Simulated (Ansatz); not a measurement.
C₂H₆FInS, SMILES `FC[CH2][InH][SH]` from Hartree–Fock to CCSD(T)

Cartesian coordinates in Å:
```
F -1.568 0.733 0.342
C -1.358 -0.193 -0.721
C 0.069 -0.654 -0.702
In 0.741 -0.109 1.295
S 2.321 1.690 1.393
H -1.644 0.346 -1.626
H -2.064 -1.007 -0.543
H 0.690 -0.138 -1.435
H 0.154 -1.729 -0.864
H 0.363 -0.852 2.792
H 2.297 1.914 0.070
```

Charge 0, multiplicity 1. Correlated methods include outer-core shells of In, which these sets cover unevenly. In: def2 effective core potential. All single points use the PBE0-D4/def2-TZVP geometry. It is one conformer, not always the lowest. Frozen core, restricted reference, the Gaussian-basis code of Ansatz.

| basis | HF (Eh) | MP2 corr. | CCSD corr. | (T) | CCSD(T) total |
| --- | --- | --- | --- | --- | --- |
| def2-SVP | -765.15415 | -0.68751 | -0.74258 | -0.02019 | -765.91692 |
| def2-TZVPP | -765.51231 | -1.06542 | -1.10218 | -0.04048 | -766.65497 |
| def2-QZVPP | -765.53282 | -1.31656 | – | – | – |
